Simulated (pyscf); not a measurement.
H₃Si–Te–Ge:–Cl (SMILES [SiH3][Te][Ge][Cl]), singlet

Gas-phase minimum from PySCF at ωB97X-D3(BJ)/def2-SVP, one conformer. Other isomers of H₃Si–Te–Ge:–Cl [singlet] were not searched in full and may lie lower. 

```xyz
7

Si    -0.3390    -0.4191    -1.0035
Te     1.8278     0.2950    -0.0136
Ge     1.1934     2.6638     0.6086
Cl    -0.8995     2.7029    -0.0852
H     -0.1063    -1.8295    -1.4259
H     -1.4187    -0.3755     0.0142
H     -0.6696     0.4083    -2.1906
```

Bond lengths (Å): Si1–Te2 2.487, Si1–H5 1.491, Si1–H6 1.484, Si1–H7 1.484, Te2–Ge3 2.530, Ge3–Cl4 2.205. Bond angles (°): Te2–Si1–H5 104.4, Te2–Si1–H6 110.6, Te2–Si1–H7 110.6, H5–Si1–H6 109.6, H5–Si1–H7 109.6, H6–Si1–H7 111.7, Si1–Te2–Ge3 98.5, Te2–Ge3–Cl4 100.2.

Properties at ωB97X-D3(BJ)/def2-SVP:

```
Property                                                                                                                                                                                          Value
---------------------------------------------------------------------------------------------------------------------  --------------------------------------------------------------------------------
Harmonic wavenumbers, unscaled                                                                                         58, 126, 137, 218, 259, 360, 394, 567, 580, 899, 945, 962, 2260, 2286, 2298 cm⁻¹
Zero-point energy                                                                                                                                                                         17.7 kcal/mol
Rotational symmetry number                                                                                                                                                                            1
Entropy of this conformer at 298 K and 1 atm, rigid rotor and harmonic oscillator, modes under 100 cm⁻¹ raised to 100                                                                   372.3 J/(mol K)
Dipole moment                                                                                                                                                                                    0.67 D
```

Single-point totals, which compare only within one level:

```json
[
 {"level": "ωB97X-D3(BJ)/def2-TZVP", "total energy (hartree)": "-3096.71457"},
 {"level": "PBE/def2-TZVP", "total energy (hartree)": "-3095.97484"},
 {"level": "r²SCAN/def2-TZVP", "total energy (hartree)": "-3096.67253"},
 {"level": "B3LYP-D3(BJ)/def2-TZVP", "total energy (hartree)": "-3096.82737"},
 {"level": "PBE0-D3(BJ)/def2-TZVP", "total energy (hartree)": "-3096.11853"},
 {"level": "M06-2X/def2-TZVP", "total energy (hartree)": "-3096.51407"},
 {"level": "ωB97M-D3(BJ)/def2-TZVP", "total energy (hartree)": "-3096.81055"}
]
```

Soft torsions are taken as harmonic, which can shift the entropy by several J/(mol K). Elements up to Kr have no core potential and no relativistic terms here. Elements past Kr carry the def2 core potentials, without spin-orbit coupling.
